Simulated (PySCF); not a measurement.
Cl₂Mn (SMILES [Cl][Mn][Cl]), sextet, at a GFN2-xTB geometry (such geometries of metal compounds can be far from the true shape); DF-SVWN5/6-31G* (PySCF).

PySCF was given this input:
```python
from pyscf import gto, scf, dft

mol = gto.Mole()
mol.atom = '''
    Mn    0.000000    0.000000    0.000000
    Cl    0.000000    0.000000    1.976145
    Cl   -0.000000   -0.000000   -1.976145
'''
mol.basis = '6-31g*'
mol.charge = 0
mol.spin = 5
mol.verbose = 4
mol.build()

mf = dft.UKS(mol)
mf.xc = 'lda,vwn'
mf = mf.density_fit(auxbasis='def2-universal-jkfit')
mf.kernel()
```

**Question.** Write the output that PySCF gives for this input, abridged.

**Answer.** 
```
PySCF version 2.14.0

[INPUT] verbose = 4
[INPUT] num. atoms = 3
[INPUT] num. electrons = 59
[INPUT] charge = 0
[INPUT] spin (= nelec alpha-beta = 2S) = 5
[INPUT] symmetry False subgroup None
[INPUT] Mole.unit = angstrom
[INPUT] Symbol           X                Y                Z      unit          X                Y                Z       unit  Magmom
[INPUT]  1 Mn     0.000000000000   0.000000000000   0.000000000000 AA    0.000000000000   0.000000000000   0.000000000000 Bohr   0.0
[INPUT]  2 Cl     0.000000000000   0.000000000000   1.976145000000 AA    0.000000000000   0.000000000000   3.734372832429 Bohr   0.0
[INPUT]  3 Cl     0.000000000000   0.000000000000  -1.976145000000 AA    0.000000000000   0.000000000000  -3.734372832429 Bohr   0.0

nuclear repulsion = 266.30977800715
number of shells = 28
number of NR pGTOs = 199
number of NR cGTOs = 70
basis = 6-31g*
ecp = {}

******** <class 'pyscf.df.df_jk.DFUKS'> ********
method = DFUKS
initial guess = minao
damping factor = 0
level_shift factor = 0
DIIS = <class 'pyscf.scf.diis.CDIIS'>
diis_start_cycle = 1
diis_space = 8
diis_damp = 0
SCF conv_tol = 1e-09
SCF conv_tol_grad = None
SCF max_cycles = 50
direct_scf = False
number electrons alpha = 32  beta = 27
XC library pyscf.dft.libxc version 7.1.2
    S. Lehtola, C. Steigemann, M. J. T. Oliveira, and M. A. L. Marques,  SoftwareX 7, 1–5 (2018)
XC functionals = lda,vwn
    P. A. M. Dirac,  Math. Proc. Cambridge Philos. Soc. 26, 376 (1930)
    F. Bloch,  Z. Phys. 57, 545 (1929)
    S. H. Vosko, L. Wilk, and M. Nusair,  Can. J. Phys. 58, 1200 (1980)
radial grids:
    Treutler-Ahlrichs [JCP 102, 346 (1995); DOI:10.1063/1.469408] (M4) radial grids

becke partition: Becke, JCP 88, 2547 (1988); DOI:10.1063/1.454033
pruning grids: <function nwchem_prune>
grids dens level: 3
symmetrized grids: False
atomic radii adjust function: <function treutler_atomic_radii_adjust>
small_rho_cutoff = 0
Set gradient conv threshold to 3.16228e-05
tot grids = 58664
init E= -2065.18922055254

cycle= 1 E= -2056.62537884303  delta_E= 8.56  |g|= 3.09  |ddm|= 10.9

cycle= 2 E= -2023.20052578673  delta_E= 33.4  |g|= 6.96  |ddm|=   12

cycle= 3 E= -2052.84988212288  delta_E= -29.6  |g|= 5.32  |ddm|= 7.02

cycle= 4 E= -2054.35346961949  delta_E= -1.5  |g|= 5.06  |ddm|= 0.606

cycle= 5 E= -2054.23602939154  delta_E= 0.117  |g|= 5.09  |ddm|= 0.831

cycle= 6 E= -2055.97340612989  delta_E= -1.74  |g|= 4.87  |ddm|= 1.47

cycle= 7 E= -2055.91004284015  delta_E= 0.0634  |g|= 4.87  |ddm|= 0.0607

cycle= 8 E= -2055.88707054677  delta_E= 0.023  |g|= 4.88  |ddm|= 0.0213

cycle= 9 E= -2055.80427871004  delta_E= 0.0828  |g|= 4.87  |ddm|= 0.218

cycle= 10 E= -2019.69057343123  delta_E= 36.1  |g|= 8.96  |ddm|= 11.3

cycle= 11 E= -2061.36801604432  delta_E= -41.7  |g|= 2.41  |ddm|= 10.4

cycle= 12 E= -2055.19698452737  delta_E= 6.17  |g|= 4.93  |ddm|= 4.37

cycle= 13 E= -2055.3328648586  delta_E= -0.136  |g|= 4.92  |ddm|= 0.627

cycle= 14 E= -2055.06326987302  delta_E= 0.27  |g|= 4.97  |ddm|= 0.21

cycle= 15 E= -2054.90554959066  delta_E= 0.158  |g|= 4.98  |ddm|= 0.425

cycle= 16 E= -2055.227102807  delta_E= -0.322  |g|= 4.92  |ddm|= 0.402

cycle= 17 E= -2055.32102527057  delta_E= -0.0939  |g|= 4.91  |ddm|= 0.222

cycle= 18 E= -2054.98610495868  delta_E= 0.335  |g|= 4.96  |ddm|= 1.28

cycle= 19 E= -2054.84965442097  delta_E= 0.136  |g|=    5  |ddm|= 1.18

cycle= 20 E= -2050.81108009169  delta_E= 4.04  |g|= 4.57  |ddm|= 10.1

cycle= 21 E= -2057.60143981305  delta_E= -6.79  |g|= 4.56  |ddm|=   10

cycle= 22 E= -2057.81895948318  delta_E= -0.218  |g|= 4.52  |ddm|= 1.07

cycle= 23 E= -2057.92112441558  delta_E= -0.102  |g|= 4.16  |ddm|= 1.56

cycle= 24 E= -2060.65386211873  delta_E= -2.73  |g|= 3.83  |ddm|= 1.66

cycle= 25 E= -2063.07062418645  delta_E= -2.42  |g|= 2.67  |ddm|= 1.69

cycle= 26 E= -2063.53852578483  delta_E= -0.468  |g|= 2.18  |ddm|= 2.18
cycle= 27 E= -2065.78387175967  delta_E= -2.25  |g|= 0.563  |ddm|= 2.17
cycle= 28 E= -2065.96224091477  delta_E= -0.178  |g|= 0.268  |ddm|= 1.06
cycle= 29 E= -2066.00744613133  delta_E= -0.0452  |g|= 0.0287  |ddm|= 0.356
cycle= 30 E= -2066.00784436864  delta_E= -0.000398  |g|= 0.0133  |ddm|= 0.0525
cycle= 31 E= -2066.00794177647  delta_E= -9.74e-05  |g|= 0.00326  |ddm|= 0.0215
cycle= 32 E= -2066.00794856299  delta_E= -6.79e-06  |g|= 0.000853  |ddm|= 0.0053
cycle= 33 E= -2066.00794886342  delta_E= -3e-07  |g|= 0.000215  |ddm|= 0.00101
cycle= 34 E= -2066.00794888975  delta_E= -2.63e-08  |g|= 3.04e-05  |ddm|= 0.000288
cycle= 35 E= -2066.0079488903  delta_E= -5.43e-10  |g|= 1.63e-05  |ddm|= 5.53e-05
Extra cycle  E= -2066.00794888966  delta_E= 6.36e-10  |g|= 4.26e-05  |ddm|= 4.83e-05
converged SCF energy = -2066.00794888966  <S^2> = 8.7584569  2S+1 = 6.0028183
```
